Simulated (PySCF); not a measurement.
**How methods differ on the excitation energy of Zn+**

Zn+ [Ar] 3d10 4s1 (2S) → Zn+ [Ar] 3d10 4p1 (2P), as a difference of total energies. All numbers are calculated (PySCF 2.14, a scalar-relativistic core potential, in aug-cc-pwCVDZ-PP with ECP10MDF). Correlated levels: valence: 3s2 3p6 frozen. The calculations carry no spin-orbit coupling.

```csv
method,excitation energy (cm⁻¹),error (cm⁻¹)
UHF,45802,-3262
MP2 (valence),49087,+24
SCS-MP2 (valence),48671,-392
CCSD (valence),48418,-646
CCSD(T) (valence),48546,-517
```

Reference: 49064 cm⁻¹ (measured; NIST levels, between the centres of gravity of the two terms).

Errors of the correlated levels include the incompleteness of this basis and the frozen core.
